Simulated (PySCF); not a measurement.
## How methods differ on the electron affinity of Se

Se⁻ [Ar] 3d10 4s2 4p5 (2P) → Se [Ar] 3d10 4s2 4p4 (3P), as a difference of total energies. All numbers are calculated (PySCF 2.14, a scalar-relativistic core potential, in aug-cc-pVTZ-PP with one added diffuse shell each of s, d, f type with ECP10MDF (7s5p5d3f, 68 functions)). Correlated levels: valence: 3s2 3p6 3d10 frozen. The calculations carry no spin-orbit coupling.

| method | electron affinity (eV) | difference from reference (eV) |
| --- | --- | --- |
| UHF | 0.928 | -1.093 |
| MP2 (valence) | 1.853 | -0.168 |
| SCS-MP2 (valence) | 1.850 | -0.171 |
| CCSD (valence) | 1.828 | -0.193 |
| CCSD(T) (valence) | 1.902 | -0.119 |

Reference: 2.021 eV (measured; photodetachment measurements, as compiled on the Wikipedia data page of electron affinities).

The reference lies between the lowest fine-structure levels, while these numbers refer to the centres of the terms.

Errors of the correlated levels include the incompleteness of this basis and the frozen core.
